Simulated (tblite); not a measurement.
A geometry optimisation, step by step.

Compound: C₂H₁₀O₃Si₃.
Bonds: C1–C2, C2–O3 (double), C2–Si4, Si4–O5, O5–Si6, Si6–O7, O7–Si8. Hydrogens: H9, H10, H11 on C1; H12, H13 on Si4; H14, H15 on Si6; H16, H17, H18 on Si8.

Computed with GFN2-xTB (tblite), gas phase: L-BFGS steps from a force-field or distance-geometry start until the largest atomic force falls under 0.01 eV/Å. 6 of its 258 geometries are shown.

Step 0: E = -732.0331 eV, largest atomic force 3.410 eV/Å
```
atom  x, y, z in Å  |  force x, y, z in eV/Å
C1     -3.255    0.761   -1.084   -0.882   0.958   0.678
C2     -2.763   -0.452   -0.404   -0.512  -0.272  -0.727
O3     -3.374   -1.484   -0.485   -0.338  -0.869   0.192
Si4    -1.199   -0.291    0.550    2.858  -0.916   0.905
O5      0.116   -1.099   -0.195    0.124   1.400   2.159
Si6     1.484   -0.868    0.806    0.031  -0.816  -1.383
O7      2.954   -1.240    0.007   -1.689   2.781   1.022
Si8     3.717    0.282   -0.303    0.069  -1.150  -0.257
H9     -3.092    1.631   -0.409   -0.073  -0.424  -0.708
H10    -2.675    0.860   -1.995   -0.202   0.254  -0.123
H11    -4.342    0.628   -1.254    0.637   0.280  -0.350
H12    -1.304   -0.873    1.929   -0.179   0.181  -0.649
H13    -0.782    1.114    0.750   -0.317  -0.184  -0.216
H14     1.290   -1.604    2.054    0.271  -0.122  -0.382
H15     1.472    0.586    1.153   -0.297  -0.842   0.069
H16     5.070    0.170    0.225   -0.057  -0.185   0.005
H17     3.023    1.381    0.389    0.562   0.041  -0.294
H18     3.651    0.504   -1.746   -0.004  -0.115   0.058
```

Step 51: E = -733.8206 eV, largest atomic force 0.077 eV/Å
```
atom  x, y, z in Å  |  force x, y, z in eV/Å
C1     -3.300    0.617   -1.287    0.037  -0.028   0.024
C2     -2.585   -0.440   -0.483   -0.018  -0.050   0.029
O3     -2.675   -1.614   -0.767   -0.018   0.029  -0.033
Si4    -1.531    0.042    1.060   -0.029  -0.007  -0.024
O5     -0.022   -0.416    0.734    0.001   0.044   0.010
Si6     1.510   -0.771    1.114    0.020  -0.043  -0.020
O7      2.427    0.009    0.044   -0.002   0.001   0.034
Si8     3.883    0.352   -0.584   -0.016  -0.026   0.013
H9     -3.578    1.462   -0.663   -0.006  -0.042  -0.004
H10    -2.613    0.968   -2.057    0.002   0.012   0.026
H11    -4.175    0.190   -1.776    0.008   0.036  -0.024
H12    -2.016   -0.730    2.198   -0.012  -0.020   0.043
H13    -1.548    1.482    1.304   -0.009   0.067  -0.037
H14     1.682   -2.201    0.924   -0.030  -0.037   0.017
H15     1.793   -0.255    2.448    0.005   0.001  -0.012
H16     4.852   -0.530    0.068    0.044   0.039  -0.023
H17     4.115    1.760   -0.274    0.028   0.011  -0.013
H18     3.774    0.083   -2.014   -0.006   0.013  -0.004
```

Step 103: E = -733.8913 eV, largest atomic force 0.070 eV/Å
```
atom  x, y, z in Å  |  force x, y, z in eV/Å
C1     -3.085    0.468   -1.298    0.043  -0.001  -0.027
C2     -2.275   -0.413   -0.382   -0.031  -0.023  -0.014
O3     -2.069   -1.580   -0.638    0.016   0.064   0.022
Si4    -1.531    0.349    1.231   -0.004  -0.014  -0.009
O5      0.053    0.061    1.207    0.015  -0.016   0.008
Si6     1.342   -0.918    1.073    0.004  -0.009  -0.007
O7      2.413   -0.135    0.162    0.012   0.021   0.022
Si8     3.722    0.351   -0.659   -0.004   0.014   0.000
H9     -3.950    0.837   -0.750    0.012   0.013  -0.002
H10    -2.481    1.326   -1.592   -0.038  -0.045   0.037
H11    -3.408   -0.077   -2.183   -0.010   0.009   0.018
H12    -2.111   -0.321    2.394   -0.015   0.009  -0.029
H13    -1.657    1.802    1.232   -0.008   0.020  -0.015
H14     0.974   -2.144    0.388   -0.003  -0.015  -0.007
H15     1.863   -1.044    2.428    0.030   0.006  -0.003
H16     4.855   -0.422   -0.151    0.003   0.001  -0.015
H17     3.880    1.782   -0.404   -0.022  -0.012   0.031
H18     3.457    0.085   -2.071   -0.001  -0.023  -0.008
```

Step 154: E = -733.9445 eV, largest atomic force 0.168 eV/Å
```
atom  x, y, z in Å  |  force x, y, z in eV/Å
C1     -3.073    0.376   -1.181   -0.013   0.018  -0.043
C2     -1.862   -0.264   -0.555    0.008  -0.078   0.019
O3     -1.325   -1.240   -1.035   -0.084   0.118   0.020
Si4    -1.167    0.550    1.045   -0.008   0.056  -0.086
O5     -0.022   -0.415    1.623    0.097   0.046  -0.013
Si6     1.283   -1.304    1.201    0.011   0.025  -0.036
O7      2.333   -0.392    0.385    0.016  -0.021  -0.042
Si8     3.304    0.465   -0.594   -0.055  -0.079   0.138
H9     -3.838    0.540   -0.424    0.058  -0.018  -0.043
H10    -2.765    1.349   -1.563   -0.058  -0.019   0.001
H11    -3.470   -0.227   -1.996    0.010   0.014   0.004
H12    -2.186    0.609    2.084   -0.029  -0.031   0.051
H13    -0.637    1.865    0.683    0.016   0.018   0.010
H14     0.845   -2.388    0.345    0.067  -0.050   0.025
H15     1.874   -1.590    2.498    0.035  -0.037   0.008
H16     4.644   -0.101   -0.417   -0.038   0.034   0.010
H17     3.202    1.849   -0.136    0.028   0.031   0.003
H18     2.852    0.325   -1.974   -0.059  -0.027  -0.027
```

Step 206: E = -733.9905 eV, largest atomic force 0.034 eV/Å
```
atom  x, y, z in Å  |  force x, y, z in eV/Å
C1     -3.028    0.393   -1.167    0.002  -0.006   0.018
C2     -1.727   -0.168   -0.656    0.007   0.006   0.017
O3     -1.171   -1.096   -1.201    0.001  -0.007  -0.008
Si4    -0.941    0.636    0.910    0.011  -0.019  -0.005
O5      0.085   -0.425    1.549    0.012  -0.006   0.002
Si6     1.320   -1.456    1.279   -0.003   0.006   0.010
O7      2.483   -0.707    0.449   -0.010   0.000   0.003
Si8     3.006    0.467   -0.540    0.008  -0.007  -0.013
H9     -3.779    0.290   -0.388   -0.004   0.003   0.002
H10    -2.901    1.456   -1.365   -0.006  -0.020  -0.017
H11    -3.358   -0.124   -2.066    0.013   0.027  -0.007
H12    -1.940    0.850    1.952   -0.019  -0.009   0.000
H13    -0.250    1.855    0.495    0.000   0.034  -0.003
H14     0.855   -2.588    0.503   -0.001  -0.007  -0.001
H15     1.851   -1.693    2.612    0.001  -0.001   0.006
H16     4.437    0.193   -0.641   -0.008   0.004  -0.004
H17     2.735    1.764    0.086    0.006   0.003   0.005
H18     2.314    0.359   -1.822   -0.010  -0.001  -0.004
```

Step 257: E = -734.0142 eV, largest atomic force 0.009 eV/Å
```
atom  x, y, z in Å  |  force x, y, z in eV/Å
C1     -2.732    0.476   -1.316    0.005   0.001   0.001
C2     -1.491   -0.071   -0.660    0.003   0.002   0.006
O3     -0.767   -0.864   -1.222   -0.005  -0.001   0.005
Si4    -1.072    0.524    1.125    0.000  -0.005  -0.002
O5      0.050   -0.452    1.733    0.004   0.003  -0.002
Si6     1.347   -1.399    1.438   -0.005   0.002   0.004
O7      2.373   -0.664    0.439   -0.001  -0.002   0.003
Si8     2.737    0.404   -0.727   -0.001   0.005   0.001
H9     -3.597    0.124   -0.757    0.003   0.006  -0.006
H10    -2.722    1.562   -1.260    0.004  -0.004  -0.004
H11    -2.810    0.152   -2.352   -0.001  -0.001   0.002
H12    -2.233    0.364    1.997    0.002   0.001  -0.001
H13    -0.572    1.897    1.049    0.001  -0.006   0.003
H14     0.894   -2.636    0.827    0.002   0.002  -0.003
H15     2.008   -1.469    2.732   -0.003  -0.004  -0.003
H16     4.048   -0.048   -1.187   -0.002   0.003  -0.002
H17     2.804    1.726   -0.095   -0.004   0.001  -0.004
H18     1.725    0.379   -1.777   -0.001  -0.004   0.002
```

Question: Summarise the path.

Answer: The energy falls by 191.14 kJ/mol from step 0 to step 257; nine tenths of that is first reached at step 49. It rises by more than 0.2 meV at step 130. The largest force goes from 3.410 to 0.009 eV/Å. Among the bonds Si4–O5 changes most (a near tie, within 0.001 Å, with another), from 1.714 to 1.607 Å; the atoms move by 1.586 Å rms after alignment.

Question: Follow the three bonds and two angles with the largest change from start to end.

Answer: 
| step | E above end (kJ/mol) | largest force (eV/Å) | Si4–O5 (Å) | O7–Si8 (Å) | Si6–O7 (Å) | Si6–O7–Si8 (°) | Si4–O5–Si6 (°) |
| --- | --- | --- | --- | --- | --- | --- | --- |
| 0 | 191.14 | 3.410 | 1.714 | 1.730 | 1.714 | 105.7 | 107.2 |
| 11 | 68.79 | 0.719 | 1.624 | 1.632 | 1.603 | 135.6 | 115.6 |
| 22 | 37.87 | 0.282 | 1.620 | 1.627 | 1.607 | 157.3 | 130.8 |
| 34 | 26.51 | 0.225 | 1.620 | 1.625 | 1.612 | 155.7 | 144.3 |
| 45 | 20.24 | 0.190 | 1.614 | 1.621 | 1.609 | 150.7 | 150.1 |
| 56 | 17.97 | 0.074 | 1.611 | 1.621 | 1.610 | 151.1 | 156.8 |
| 67 | 15.51 | 0.083 | 1.611 | 1.620 | 1.609 | 159.2 | 155.8 |
| 78 | 13.93 | 0.093 | 1.611 | 1.620 | 1.608 | 162.8 | 152.5 |
| 89 | 12.99 | 0.068 | 1.612 | 1.620 | 1.610 | 164.0 | 151.9 |
| 101 | 11.93 | 0.074 | 1.610 | 1.619 | 1.610 | 166.2 | 152.7 |
| 112 | 11.48 | 0.036 | 1.610 | 1.619 | 1.611 | 164.8 | 155.6 |
| 123 | 10.96 | 0.098 | 1.613 | 1.619 | 1.613 | 161.1 | 157.8 |
| 134 | 9.33 | 0.082 | 1.608 | 1.620 | 1.613 | 156.2 | 153.4 |
| 145 | 8.11 | 0.085 | 1.609 | 1.620 | 1.613 | 159.9 | 148.6 |
| 156 | 6.19 | 0.302 | 1.601 | 1.626 | 1.616 | 170.2 | 143.7 |
| 168 | 3.87 | 0.066 | 1.607 | 1.621 | 1.611 | 159.9 | 146.8 |
| 179 | 3.33 | 0.061 | 1.608 | 1.621 | 1.613 | 154.7 | 146.7 |
| 190 | 2.45 | 0.026 | 1.607 | 1.622 | 1.614 | 152.3 | 148.3 |
| 201 | 2.36 | 0.018 | 1.608 | 1.621 | 1.613 | 152.4 | 147.3 |
| 212 | 2.16 | 0.042 | 1.608 | 1.621 | 1.614 | 151.6 | 145.9 |
| 223 | 1.13 | 0.240 | 1.611 | 1.626 | 1.611 | 150.2 | 145.6 |
| 235 | 0.25 | 0.049 | 1.607 | 1.623 | 1.610 | 150.8 | 145.4 |
| 246 | 0.16 | 0.037 | 1.607 | 1.623 | 1.610 | 152.0 | 145.4 |
| 257 | 0.00 | 0.009 | 1.607 | 1.623 | 1.610 | 152.8 | 147.0 |

The cost below is that of the whole relaxation. Hardware: one thread of an Arm Neoverse V1, no GPU, shared host. Cost: 2.4 s wall.
